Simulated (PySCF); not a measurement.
BH₄P, SMILES PB. Atoms are numbered in the order given.

```xyz
6

B     -1.2988    -0.0545     0.0000
H     -1.8874    -0.0193    -1.0323
H     -1.8874    -0.0193     1.0323
P      0.5516     0.1102     0.0000
H      0.9974    -0.6711    -1.0834
H      0.9974    -0.6711     1.0834
```

Geometry: B3LYP-D3(BJ)/def2-TZVP.

These are TDA-B3LYP/def2-TZVPD (PySCF 2.14.0) values and carry that method's errors.

Vertical excitations. Gas-phase values at a fixed geometry. State labels are in the subgroup Cs.

| state | symmetry | energy (eV) | λ (nm) | f | main pairs |
|---|---|---|---|---|---|
| S1 | A' | 4.96 | 250 | 0.128 | HOMO→LUMO 87 % |
| S2 | A" | 6.10 | 203 | 0.001 | HOMO−1→LUMO 98 % |
| S3 | A' | 6.34 | 196 | 0.069 | HOMO→LUMO+1 79 %, HOMO−2→LUMO 16 % |
| S4 | A' | 6.38 | 194 | 0.084 | HOMO−2→LUMO 71 %, HOMO→LUMO+1 19 % |
| S5 | A" | 6.71 | 185 | 0.033 | HOMO→LUMO+2 96 % |
| S6 | A' | 7.13 | 174 | 0.149 | HOMO→LUMO+3 91 % |
| S7 | A' | 7.65 | 162 | 0.027 | HOMO→LUMO+4 92 % |
| S8 | A" | 8.16 | 152 | 0.019 | HOMO→LUMO+5 84 %, HOMO−3→LUMO 14 % |
| S9 | A" | 8.21 | 151 | 0.009 | HOMO−3→LUMO 82 %, HOMO→LUMO+5 12 % |
| S10 | A" | 8.54 | 145 | 0.003 | HOMO−1→LUMO+1 98 % |
| T1 | A' | 3.37 | 368 | 0 | HOMO→LUMO 99 % |
| T2 | A" | 5.45 | 228 | 0 | HOMO−1→LUMO 97 % |
| T3 | A' | 5.60 | 222 | 0 | HOMO−2→LUMO 98 % |
| T4 | A" | 5.86 | 211 | 0 | HOMO→LUMO+2 97 % |
Triplets are in the Tamm–Dancoff approximation.
